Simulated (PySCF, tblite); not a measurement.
C4H7FO3Si.
Geometry (GFN2-xTB, Å), atoms numbered from 1 in this order:
```
atom  x, y, z in Å
C1    -1.8312   -0.4458   -1.1471
C2    -1.1122    0.5235   -0.2217
F3    -2.0417    1.0769    0.6581
Si4    0.2717   -0.2770    0.8602
C5     0.9306    1.1354    2.0021
O6     2.0270    1.6215    1.9231
C7     1.6983   -0.8703   -0.2799
O8     2.4225   -1.8073   -0.0756
O9     1.8204   -0.0810   -1.3522
H10   -2.2618   -1.2665   -0.5793
H11   -2.6314    0.0645   -1.6799
H12   -1.1257   -0.8465   -1.8689
H13   -0.7313    1.3754   -0.8001
H14   -0.2413   -1.3686    1.6875
H15    0.2161    1.5153    2.7621
H16    2.5824   -0.3407   -1.8999
```

The calculation used PBE0/pcSseg-1 in PySCF (dipole) on a GFN2-xTB geometry, gas phase.

Take the most abundant isotopes and a rigid rotor. The values belong to one conformer with, in the numbering `[CH3:1][C@@H:2]([F:3])[Si@H:4]([CH:5]=[O:6])[C:7](=[O:8])[OH:9]`, C1–C2–Si4–C5 -177°, C2–Si4–C5–O6 -112°, C2–Si4–C7–O8 -149°, Si4–C7–O9–H 176°.

Give the principal moments of inertia and the rotational constants in MHz.

Ia = 327.93, Ib = 468.80, Ic = 676.02 u·Å²; 505379 MHz·u·Å²/I gives A = 1541, B = 1078, C = 747.6 MHz.

What kind of rotor is it?

An asymmetric top. Ray's parameter κ = (2B − A − C)/(A − C) = -0.167; −1 is the prolate and +1 the oblate limit.

Is it planar, by Δ = Ic − Ia − Ib?

Not planar: Δ = Ic − Ia − Ib = -120.71 u·Å². For a rigid frame Δ = −2 Σ m c², so Σ m c² = 60.35 u·Å² lies off the ab plane: 10.40 from hydrogen and 49.95 from heavier atoms. The atom farthest from that plane is 2.08 Å away.

Give the other two planar moments, Paa and Pbb, and the rms extents of the mass along the axes.

Paa = Σ m a² = (Ib + Ic − Ia)/2 = 408.45 and Pbb = Σ m b² = (Ia + Ic − Ib)/2 = 267.57 u·Å². With the mass M = 150.01 u, the rms extents √(P/M) along a, b and c are 1.65, 1.34, 0.63 Å.

Where do the levels up to J = 3 lie, in MHz?

Above 0(0,0):
J = 1: 1(0,1) 1826, 1(1,1) 2289, 1(1,0) 2619
J = 2: 2(0,2) 5353, 2(1,2) 5609, 2(1,1) 6601, 2(2,1) 7990, 2(2,0) 8114
J = 3: 3(0,3) 10417, 3(1,3) 10523, 3(1,2) 12474, 3(2,2) 13467, 3(2,1) 14004, 3(3,1) 16676, 3(3,0) 16708

Which types of transition are allowed, and where do some lines up to J = 4 fall?

The dipole components are |μa| = 1.60 D, |μb| = 2.15 D, |μc| = 0.60 D. The squared components, which scale the intensities, stand as 0.55 : 1.00 : 0.08 (a : b : c). Some lines, for components of 0.1 D or more:

| type | branch | J(Ka,Kc) | MHz | lower level (cm⁻¹) |
| --- | --- | --- | --- | --- |
| a | Q | 4(2,2) ← 4(2,3) | 1302 | 0.689 |
| b | Q | 3(1,2) ← 3(0,3) | 2058 | 0.347 |
| c | Q | 4(3,2) ← 4(2,2) | 2188 | 0.733 |
| b | Q | 2(2,1) ← 2(1,2) | 2381 | 0.187 |
| b | Q | 3(2,2) ← 3(1,3) | 2944 | 0.351 |
| a | Q | 4(1,3) ← 4(1,4) | 3103 | 0.567 |
| b | Q | 3(3,1) ← 3(2,2) | 3209 | 0.449 |
| a | R | 2(1,1) ← 1(1,0) | 3982 | 0.087 |
| b | Q | 4(4,1) ← 4(3,2) | 4250 | 0.806 |
| b | R | 3(0,3) ← 2(1,2) | 4807 | 0.187 |
| a | R | 3(1,3) ← 2(1,2) | 4914 | 0.187 |
| b | R | 2(2,1) ← 1(1,0) | 5371 | 0.087 |
| a | R | 3(2,2) ← 2(2,1) | 5477 | 0.267 |
| b | R | 2(2,0) ← 1(1,1) | 5826 | 0.076 |
| a | R | 3(1,2) ← 2(1,1) | 5873 | 0.220 |
| a | R | 4(2,3) ← 3(2,2) | 7202 | 0.449 |
| c | R | 3(2,1) ← 2(1,1) | 7403 | 0.220 |
| a | R | 4(3,1) ← 3(3,0) | 7653 | 0.557 |
| b | R | 4(2,3) ← 3(1,2) | 8195 | 0.416 |
| b | R | 3(3,1) ← 2(2,0) | 8562 | 0.271 |
| c | R | 3(3,1) ← 2(2,1) | 8686 | 0.267 |
| c | R | 4(2,2) ← 3(1,2) | 9497 | 0.416 |
| c | R | 4(1,3) ← 3(0,3) | 9670 | 0.347 |
| c | R | 4(3,2) ← 3(2,2) | 10692 | 0.449 |
| b | R | 4(3,1) ← 3(2,2) | 10894 | 0.449 |
| b | R | 4(2,2) ← 3(1,3) | 11448 | 0.351 |
| c | R | 4(4,1) ← 3(3,1) | 11733 | 0.556 |

Estimate the classical rotational partition function at 10 K, 25 K and 100 K.

Point group C1, symmetry number σ = 1; q = (√π/σ)·√((kT/h)³/(ABC)), k/h = 20836.6 MHz/K: 4780 at 10 K, 18900 at 25 K, 151000 at 100 K.

Its GFN2-xTB frequencies are all real (lowest 26 cm⁻¹). These are rigid-rotor constants of the computed structure; measured ground-state constants (B0) also hold zero-point vibration. A rigid rotor knows nothing of internal rotation, which can split or shift real lines.

Hardware: one thread of an Arm Neoverse N1, shared host with 64 logical CPUs at a one-minute load of 41. Cost: 63 s (with the writing of density and orbital grids), 0.86 GiB resident at most. This is the PBE0/pcSseg-1 job that gave the dipole, with the shieldings it also computed.
